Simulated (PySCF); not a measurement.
## Orbital picture of SrF⁺

M06-L at R = 2.036 Å; basis Sr def2-SVP with ECP28, F def2-SVP; scalar-relativistic core potentials; PySCF 2.14. State: ¹Σ⁺ (singlet), closed shell. Only the outer orbitals are listed, counted within each symmetry, core potentials removing the inner ones.

| orbital | occ. | ε (eV) | on Sr (%) | main shells (%) |
| --- | --- | --- | --- | --- |
| 2σ | 2 | -47.99 | 100 | 100 Sr s |
| 3σ | 2 | -32.85 | 17 | 82 F s, 16 Sr p |
| 1π | 2 | -29.22 | 100 | 100 Sr p |
| 1π | 2 | -29.22 | 100 | 100 Sr p |
| 4σ | 2 | -28.12 | 84 | 83 Sr p, 15 F s |
| 5σ | 2 | -12.51 | 11 | 88 F p |
| 2π | 2 | -12.44 | 7 | 92 F p |
| 2π | 2 | -12.44 | 7 | 92 F p |
| 6σ | 0 | -6.59 | 100 | 85 Sr s |
| 1δ | 0 | -5.41 | 100 | 100 Sr d |
| 1δ | 0 | -5.41 | 100 | 100 Sr d |

Question: Which are the highest filled and the lowest empty level, where do they sit, and how wide is the gap?

Answer: Highest filled 2π at -12.44 eV (in %: 92 F p); lowest empty 6σ at -6.59 eV (in %: 85 Sr s); the gap at M06-L is 5.85 eV.

| Item | Value |
| --- | --- |
| bond order (Mayer) | 0.96 |
| ⟨S²⟩ | 0.000 |
| charge on Sr (Mulliken, basis-dependent) | 1.47 |
| charge on Sr (Löwdin, basis-dependent) | 1.36 |
| dipole moment (positive dipole points towards F; it is taken about the centre of mass and depends on that origin) | -7.57 D |
